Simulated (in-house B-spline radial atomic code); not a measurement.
A fraction x of an electron is removed from 5p in Sm II (Sm+), starting from [Xe] 4f6 6s1 and keeping the highest spin. Method: scalar-relativistic (X2C) BHandHLYP, spin-polarised, spherical fractional occupations, Fermi nucleus of rms radius 5.0819 fm. Calculated with an all-electron radial atomic-structure program (B-spline basis).

Caution: exact exchange at fractional occupations of open shells leaves self-interaction of up to several eV.

```
   x  E(x) - E(0) (eV)  5p down level (eV)
   0            0.0000             -31.165
0.09            2.8384             -31.912
0.23            7.3884             -33.091
0.27                 ?                   ?
 0.5           16.6352             -35.414
0.58           19.4963             -36.114
0.66           22.4136             -36.819
0.77           26.5174             -37.797
0.98                 ?                   ?
   1           35.4483             -39.869
```

Problem. What belongs in the row x = 0.27?

Solution. An energy change of 8.7188 eV; 5p down at -33.431 eV.

Problem. What belongs in the row x = 0.98?

Solution. An energy change of 34.6527 eV; 5p down at -39.687 eV.

Problem. Check Janak's theorem between x = 0.09 and 0.23.

Solution. The slope of the energy is 32.50 eV; the orbital levels give 32.50 eV (-ε of the emptying orbital, averaged over the two points).
